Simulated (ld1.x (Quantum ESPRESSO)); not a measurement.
**Before and after: TM semilocal potential for fluorine (F)**

| Quantity | Value |
| --- | --- |
| Element | fluorine |
| Generator | ld1.x (Quantum ESPRESSO) 7.5 |
| Type | norm-conserving Troullier–Martins (semilocal form) |
| Functional | PBEsol |
| Relativity | scalar-relativistic |
| Frozen core | [He] |
| Valence charge | 7 |
| Reference configuration | 2s2 2p5 |
| Partial waves | 2s (bound): rc 0.70 bohr; 2p (bound): rc 1.20 bohr |
| Local potential | the p channel |
| Core correction | Bessel-smoothed model core inside 0.55 bohr |

Change: all radii but the core radius scaled by about 1.23 (s 0.86, p 1.48 bohr).

Cutoffs: the cutoffs (Ry, on a coarse ladder) from which the occupation-weighted sum of valence levels, in a spherical-Bessel basis at the reference potential, stays within 10 and 1 mRy of its value at 400 Ry; they do not see the model core or the augmentation charge, which bear on the density cutoff. Errors are all-electron minus pseudo energies relative to the spin-unpolarised reference configuration.

Task: What does the change do?

Result: The potential gets softer (160 Ry and 260 Ry → 100 Ry and 200 Ry); of the 7 tests that both files solve, the error grows in 5 and shrinks in 0 by more than 15 % and 0.3 meV (median size 14.7 → 13.4 meV); neither file shows a bound ghost. A larger radius leaves more room for a smooth pseudo-wave, so fewer plane waves are needed. More of the atom is replaced by a form fitted at one configuration, so other configurations suffer. A semilocal file is local in each channel, so a ghost entry of none says nothing of the separable form that plane-wave codes build from it.

```csv
quantity,base,changed
"cutoff, loose",160 Ry,100 Ry
"cutoff, tight",260 Ry,200 Ry
loose cutoff by channel (10 mRy a level),"s 90 Ry, p 80 Ry","s 70 Ry, p 55 Ry"
bound ghosts,none,none
"error for 2s2 2p4, meV [ΔE 19.32 eV]",-6.1,-5.2
"error for 2s2 2p3, meV [ΔE 57.59 eV]",+23,+124
"error for 2s2 2p2, meV [ΔE 118.08 eV]",+250,+805
"error for 2s2 2p1, meV [ΔE 203.68 eV]",+1000,+2720
"error for 2s2 2p5.3, meV [ΔE -2.65 eV]",-0.4,-1.4
"error for 2s1 2p6, meV [ΔE 18.70 eV]",+15,+13
"error for 2s2 2p4.5, meV [ΔE 7.51 eV]",-2.4,-4.0
```
